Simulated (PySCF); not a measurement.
SMILES O([Si](O[SiH2]C)(C)C)[SiH3] (GFN2-xTB optimised geometry):

```
22

Si    -0.552     2.083     0.000
O     -1.060     1.469    -1.406
Si    -1.310     0.239    -2.443
C     -3.068     0.408    -3.127
C      0.058     0.276    -3.756
O     -1.219    -1.168    -1.634
Si    -0.775    -2.072    -0.360
C      1.013    -1.690     0.146
H     -1.099     3.438     0.000
H     -1.065     1.272     1.105
H      0.914     2.083     0.000
H     -3.296    -0.397    -3.817
H     -3.193     1.347    -3.657
H     -3.803     0.378    -2.329
H      1.040     0.203    -3.300
H     -0.045    -0.549    -4.453
H      0.028     1.198    -4.328
H     -1.703    -1.786     0.739
H     -0.922    -3.438    -0.869
H      1.703    -1.868    -0.676
H      1.331    -2.309     0.980
H      1.122    -0.650     0.444
```

Computed with B3LYP/def2-SVP (PySCF).

What are the frontier orbital energies and the dipole moment?

HOMO-2 -8.32 eV, HOMO-1 -8.13 eV, HOMO -7.53 eV, LUMO 0.38 eV, LUMO+1 1.19 eV; dipole moment 0.75 D.

On the same geometry PBE/def2-SVP run with PySCF 2.14.0 gives HOMO-2 -7.07 eV, HOMO-1 -6.87 eV, HOMO -6.39 eV, LUMO -0.27 eV, LUMO+1 0.49 eV; dipole moment 0.72 D.

Meta-Löwdin charges at B3LYP/def2-SVP: Si1 0.79, O2 -0.82, Si3 1.28, C4 -0.56, C5 -0.56, O6 -0.81, Si7 0.90, C8 -0.55, H9 -0.12, H10 -0.13, H11 -0.14, H12 0.11, H13 0.11, H14 0.11, H15 0.11, H16 0.11, H17 0.11, H18 -0.14, H19 -0.13, H20 0.11, H21 0.11, H22 0.11.
